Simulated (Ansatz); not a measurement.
```yaml
crystal:
  periodic: [false, false, false]
  atoms:
    - {symbol: F, position_ang: [-0.950571, -1.364405, 0.141189]}
    - {symbol: C, position_ang: [0.176652, -0.714134, -0.214109]}
    - {symbol: B, position_ang: [0.516901, 0.494842, 0.382632]}
    - {symbol: Ga, position_ang: [-1.553203, 0.728094, -0.592838]}
    - {symbol: H, position_ang: [0.631736, -1.243903, -0.985952]}
    - {symbol: H, position_ang: [-0.194993, 0.945025, 1.195329]}
    - {symbol: H, position_ang: [1.432325, 1.089203, 0.030069]}
basis:
  gaussian: {orbitals: def2-mTZVPP}
magnetization: {spin_polarized: true, initial_magnetization: 2}
hamiltonian: {xc: {name: HF}}
correlation: {active_space: {window: {electrons: 40, orbitals: 30}}}
accuracy: high
output: {forces: true}
```

```sh
$ ansatz run in.yaml --threads 2 --pin off --events-out ev --progress --plain --max-ram 4352MiB
```

Task: How does Ansatz answer? (Best estimate.)

Result: Computed: The input was rejected before any iteration.
```
Error: invalid value for `correlation.active_space`: it starts from restricted Hartree–Fock orbitals; set hamiltonian.xc: hf without magnetization.spin_polarized
```
